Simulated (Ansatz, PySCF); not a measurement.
Sc(OH) (HOSc), SMILES [OH][Sc]. Atoms are numbered in the order given.

```xyz
3

Sc     0.0000     0.0000     0.5616
O      0.0000     0.0000    -1.2239
H      0.0000     0.0000    -2.1779
```
Charge 0, spin multiplicity 1.

Geometry: PBE0-D3(BJ)/def2-TZVP. The spin state was assumed, not searched.

Two levels are set side by side: PBE-D3(BJ)/def2-TZVP (Ansatz, a first-principles code) and PBE0-D3(BJ)/def2-TZVP (Ansatz). Each level has its own optimised geometry; the coordinates shown are those of the second. Frequencies come from the Hessian of PySCF at each geometry. Differences are taken from unrounded values.

```tsv
quantity	PBE0-D3(BJ)	PBE-D3(BJ)	PBE-D3(BJ) minus PBE0-D3(BJ)
mean bond length (Å)	1.370	1.379	0.009
bond Sc1–O2 (Å)	1.785	1.792	0.007
bond O2–H3 (Å)	0.954	0.965	0.011
highest harmonic wavenumber (cm⁻¹)	3985	3824	-160
mean harmonic wavenumber (cm⁻¹)	1342	1286	-56
zero-point energy (kcal/mol)	7.67	7.35	-0.32
```

Exact exchange shortens and stiffens bonds; PBE has none. Differences between two approximate levels are no errors against the true value.
